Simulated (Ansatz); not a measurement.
Species: C$_{4}$H$_{7}$Cl$_{2}$, net charge 0, doublet state. It need not be the lowest isomer of its formula. SMILES: C[C@H](Cl)[CH]CCl
Coordinates optimised at B3LYP-D3(BJ)/def2-TZVP (Ansatz, a first-principles code):
```xyz
13

C     -2.1989     0.7967     0.2529
C     -0.9693    -0.0099    -0.0990
C      0.1692     0.1601     0.8068
C      1.5374    -0.0979     0.3666
Cl     2.1966     1.3899    -0.5417
Cl    -1.4249    -1.8362    -0.0756
H     -1.9619     1.8605     0.1745
H     -3.0208     0.5711    -0.4243
H     -2.5208     0.5866     1.2732
H     -0.6744     0.1380    -1.1360
H     -0.0132     0.4984     1.8188
H      1.6066    -0.9053    -0.3578
H      2.2353    -0.2553     1.1815
```
Charge 0, spin multiplicity 2.

Wanted: atomisation energy (electronic, to ground-state atoms), in eV. Cores are frozen in the correlated levels unless marked. UHF or UKS for open shells. Spin-orbit coupling is left out. Non-relativistic. The coupled-cluster limit lacks core correlation, which all-electron functionals hold. CBS marks a two-point X^-3 extrapolation of the correlation energy; Hartree-Fock from the larger set.

| level | program | atomisation energy (eV) |
|---|---|---|
| BLYP-D3(BJ)/def2-TZVPD | Ansatz + dftd3 | 50.05 |
| PBE0/6-31G* | Ansatz | 50.67 |
| PBE0-D3(BJ)/def2-TZVPD | Ansatz + dftd3 | 50.87 |
| PBE0/def2-TZVP | Ansatz | ? |
| r2SCANh-D4/def2-TZVPD | Ansatz + dftd4 | ? |
| SCS-MP2/STO-3G | Ansatz | 50.69 |
| SCS-MP2/6-31G* | Ansatz | 45.91 |
| CCSD(T)/CBS(cc-pV(T+d)Z,cc-pV(Q+d)Z) | Ansatz | ? |

Q: Fill in the missing entries.

A: 
- PBE0/def2-TZVP, atomisation energy (eV): 50.56
- r2SCANh-D4/def2-TZVPD, atomisation energy (eV): 50.37
- CCSD(T)/CBS(cc-pV(T+d)Z,cc-pV(Q+d)Z), atomisation energy (eV): 50.10
